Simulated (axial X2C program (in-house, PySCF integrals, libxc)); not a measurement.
**Spectroscopic constants of CoP⁻**

Calculated with an in-house all-electron X2C program for linear molecules (integrals from PySCF). Spin-free means the one-electron spin-free X2C Hamiltonian; two-component (2c) means X2C with spin–orbit coupling and atomic mean-field two-electron Coulomb and Gaunt terms, so the difference of the two also holds small scalar two-electron terms. Basis: Co dyall-acv3z [10s11p7d4f2g], P dyall-av3z [9s8p3d2f] (cores contracted in-house); Gaussian nuclei, density fitting, unrestricted open shells. Masses: Co 58.933 u, P 30.974 u.

Input file and command:
```json
{"zs": [27, 15], "q": -1, "bas": ["dyall-acv3z", "dyall-av3z"], "levels": ["PBE0", "HF", "PBE"], "cc": true, "r0": 2.05, "thr": -2.0, "nmax": 90, "npts": 10, "nst": 2, "ntry": 6}
```
```bash
python so2c.py task.json out
```

Keys: zs atomic numbers; q charge; bas basis sets; levels methods; cc coupled cluster on or off; r0 starting distance in Å; thr threshold in hartree for freezing inner shells (an s shell follows its p shell); nmax most natural virtual spinors; npts points on the curve; nst determinants followed; ntry starts of the search. HF also brings MP2.

State, spin-free: M_S = 3/2, Λ = 2 (beyond evenly filled blocks: π+α, π-α, δ+α, δ+β, δ-α); electrons by block: σα: 11, σβ: 11, π+α: 5, π+β: 4, π-α: 5, π-β: 4, δ+α: 1, δ+β: 1, δ-α: 1. Fragments: Co + P- for PBE0, CCSD, CCSD(T); Co- + P for HF, PBE.

State, 2c: Ω = 7/2 (⟨Sz⟩ = 1.50, ⟨Lz⟩ = 2.00 at PBE); electrons by block: 1/2: 15, -1/2: 16, 3/2: 6, -3/2: 5, 5/2: 1. Fragments: Co- + P.

```json
{"Hamiltonian": "spin-free", "level": "PBE0", "Re (Å)": "1.996", "ωe (cm⁻¹)": "496.4", "ωexe (cm⁻¹)": "2.89", "Be (cm⁻¹)": "0.2084", "De (eV)": "2.68", "D0 (eV)": "2.65", "k (mdyn/Å)": "2.95", "μ (D)": "-4.29"}
{"Hamiltonian": "spin-free", "level": "HF", "Re (Å)": "2.236", "ωe (cm⁻¹)": "354.7", "ωexe (cm⁻¹)": "2.32", "Be (cm⁻¹)": "0.166", "De (eV)": "0.036", "D0 (eV)": "0.014", "k (mdyn/Å)": "1.5", "μ (D)": "-4.95"}
{"Hamiltonian": "spin-free", "level": "CCSD", "Re (Å)": "2.018", "ωe (cm⁻¹)": "447.6", "ωexe (cm⁻¹)": "0.751", "Be (cm⁻¹)": "0.2039", "De (eV)": "1.50", "D0 (eV)": "1.48", "k (mdyn/Å)": "2.4", "μ (D)": "n/a"}
{"Hamiltonian": "spin-free", "level": "CCSD(T)", "Re (Å)": "2.003", "ωe (cm⁻¹)": "466.7", "ωexe (cm⁻¹)": "n/a", "Be (cm⁻¹)": "0.207", "De (eV)": "n/a", "D0 (eV)": "n/a", "k (mdyn/Å)": "2.61", "μ (D)": "n/a"}
{"Hamiltonian": "spin-free", "level": "PBE", "Re (Å)": "2.009", "ωe (cm⁻¹)": "492.1", "ωexe (cm⁻¹)": "1.95", "Be (cm⁻¹)": "0.2057", "De (eV)": "3.72", "D0 (eV)": "3.69", "k (mdyn/Å)": "2.9", "μ (D)": "-2.96"}
{"Hamiltonian": "2c", "level": "PBE", "Re (Å)": "2.009", "ωe (cm⁻¹)": "491.7", "ωexe (cm⁻¹)": "1.95", "Be (cm⁻¹)": "0.2057", "De (eV)": "n/a", "D0 (eV)": "n/a", "k (mdyn/Å)": "2.89", "μ (D)": "-2.96"}
```

Correlated methods: 15 electrons correlated (number of frozen shells: Co 3 s, 2 p; P 2 s, 1 p), 283 virtual spin orbitals or spinors in MP2, 90 natural virtuals in coupled cluster.

Dipoles are positive if P is the positive end and refer to the centre of mass.

Occupations by symmetry block were frozen at the best pattern of an incomplete PBE0 search. De is counted from the lowest determinant-based energies of the atoms at the same level, without counterpoise correction. De is not given where an atomic determinant may have missed its ground term or J level, or where the truncated virtual space spoils (T). Density functionals use the spin component along the axis (collinear). CCSD and (T) use frozen natural virtuals with an MP2 correction for the truncation; (T) itself is uncorrected, so its De runs slightly low. PBE0 can misorder states that lie within some tenths of an eV, so this need not be the ground state of the molecule. The nearest other spin-free determinant of the search, M_S = 1/2, Λ = 4, lies 0.51 eV up at the distance of the search. Without a current term, density functionals place determinants with orbital angular momentum somewhat too high. With several unpaired electrons one determinant need not be a pure state. The highest occupied level of some functionals is positive through self-interaction error; at Hartree–Fock it is bound. The determinant is spin-polarised beyond a pure state at some levels (its spin-free form has ⟨S²⟩ too high), which makes Re and μ there less reliable. The T1 diagnostic is large, a sign of multireference character. Hartree–Fock gets electron affinities wrong, so its lowest charge split need not be the true one.

No reliable constants came from CCSD (2c), CCSD(T) (2c), HF (2c), MP2 (2c), MP2 (spin-free), PBE0 (2c): no minimum in range, unconverged points, a curve that is not smooth, a change of character along it, or the two Hamiltonians disagreeing along it.

Rough cost a point (2c) on 1 thread(s) of a shared host, integrals apart: PBE 0.6 s.

The whole task took 6.3 min on 1 thread of Arm Neoverse V2, with other jobs on the host.
